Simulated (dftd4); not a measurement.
FK, charge -1, doublet, at the geometry of the source list (a state made from the parent by changing its charge; the spin is typed, not shown lowest); D4 for pbe0 run with dftd4 4.2.0.

Input for dftd4:
```
$ dftd4 mol.xyz --func pbe0 --charge -1 --json dftd4.json --noedisp

# file mol.xyz
2

K     -0.53980000    -0.44520000    -0.72920000
F      0.53980000     0.44520000     0.72920000
```

What the program printed (banner, timings and long lists left out):

```
                    ____  _____ _____     ____  _  _
      -------------|  _ \|  ___|_   _|---|  _ \| || |------------
     |             | | | | |_    | | ___ | | | | || |_           |
     |             | |_| |  _|   | ||___|| |_| |__   _|          |
     |             |____/|_|     |_|     |____/   |_|            |
     |             ===================================           |
     |            E. Caldeweyher, S. Ehlert & S. Grimme          |
     |          Mulliken Center for Theoretical Chemistry        |
     |                    University of Bonn                     |
      -----------------------------------------------------------

Rational (Becke-Johnson) damping: pbe0-D4-ATM
---------------------
  s6         1.0000
  s8         1.2007
  s9         1.0000
  a1         0.4009
  a2         5.0293
 alp        16.0000
--------------------

Dispersion energy:      -5.4813202603604E-04 Eh

[Info] JSON dump of results written to 'dftd4.json'
```
